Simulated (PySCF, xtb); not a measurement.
C3H10NSi, SMILES CC(C)[N][SiH3] (connectivity only; charge and spin as stated), charge -1, multiplicity 1. One conformer was computed; it need not be the lowest.

Harmonic wavenumbers (cm⁻¹) from GFN2-xTB (xtb) at its own minimum, in rising order: 53, 155, 171, 189, 228, 332, 406, 461, 583, 625, 809, 819, 867, 898, 909, 942, 947, 1091, 1113, 1137, 1285, 1321, 1325, 1365, 1382, 1491, 1498, 1508, 1518, 1633, 1749, 1950, 2551, 2935, 2953, 3010, 3017, 3026, 3035.

Task: What does PBE0-D3(BJ)/def2-SVPD in PySCF give at its own minimum? (The exact figures need the calculation; the answer reports its results.)

Result: 61, 121, 150, 224, 265, 345, 420, 462, 668, 705, 755, 873, 893, 904, 914, 955, 986, 1075, 1125, 1149, 1262, 1317, 1327, 1340, 1348, 1432, 1445, 1447, 1468, 1918, 1973, 2105, 2756, 2987, 3002, 3079, 3090, 3114, 3122. Paired by order, the mean absolute difference is 55 cm⁻¹ and the zero-point energies are 73.3 and 75.2 kcal/mol.
